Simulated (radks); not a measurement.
Excited configurations of Rb3+: one electron is placed in a higher orbital outside [Ar] 3d10 4s2 4p3. The ground configuration is [Ar] 3d10 4s2 4p4. All-electron calculation, Dirac Kohn-Sham, PBE, spin-unpolarised, spherical densities, point nucleus; open shells fill j = l - 1/2 first. Program: a radial shooting solver on a logarithmic mesh with Libxc functionals. Excitation = E - E(ground); binding = E(ion) - E, where the ion is the core of charge +4; n* = 4/sqrt(2 binding) in atomic units, and the quantum defect is n - n*.

| outer orbital | excitation (eV) | binding (eV) | n* | quantum defect | eigenvalue (eV) | <r> (bohr) |
|---|---|---|---|---|---|---|
| 4d3/2 | 23.160 | 29.961 | 2.695 | 1.305 | -24.826 | 2.142 |
| 5f5/2 | 43.290 | 9.832 | 4.706 | 0.294 | -8.481 | 6.875 |
| 6s1/2 | 38.298 | 14.823 | 3.832 | 2.168 | -13.216 | 5.655 |
| 6f5/2 | 46.276 | 6.846 | 5.639 | 0.361 | -6.039 | 10.63 |
| 7s1/2 | 43.706 | 9.416 | 4.808 | 2.192 | -8.460 | 8.865 |

The Delta-SCF ionisation energy is 53.121 eV (NIST Atomic Spectra Database: 52.2 eV, semi-empirical). Self-interaction in the functional shifts the binding energies and quantum defects, so they are the method's values and not measured ones. Spin polarisation and multiplet splitting are left out, so open shells lie too high by an amount that depends on their filling.

Beside tabulated values, note that spin-unpolarised runs miss the spin-polarisation part of the exchange energy of open shells.
